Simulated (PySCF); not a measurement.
Cl₂MoO₂, singlet, at a GFN2-xTB geometry (such geometries of metal compounds can be far from the true shape) (core potentials on Mo).

PySCF was given this input:
```python
from pyscf import gto, scf, dft

mol = gto.M(
    atom='''
Mo    0.298668   -0.055206    0.098626
O     1.452282   -0.587896   -0.930250
O     0.741126    0.182461    1.654554
Cl   -0.459639    1.801845   -0.663469
Cl   -1.310439   -1.474660    0.078957
''',
    basis='def2-svp',
    ecp={'Mo': 'def2-svp'},
    charge=0,
    spin=0,
    verbose=4,
)

mf = dft.RKS(mol)
mf.xc = 'camb3lyp'
mf = mf.density_fit(auxbasis='def2-universal-jkfit')
mf.kernel()
```

Q: Predict the number of basis functions from PySCF with DF-CAMB3LYP/def2-SVP.

A: 95

Q: Estimate the dipole moment that DF-CAMB3LYP/def2-SVP returns for this input.

A: 1.22 D

Q: Estimate the nuclear repulsion energy that DF-CAMB3LYP/def2-SVP returns for this input.

A: 339.8634 Eh

Q: What Mulliken (on the basis functions themselves) charges in atom order does DF-CAMB3LYP/def2-SVP give?

A: Mo1 0.83, O2 -0.30, O3 -0.30, Cl4 -0.12, Cl5 -0.12
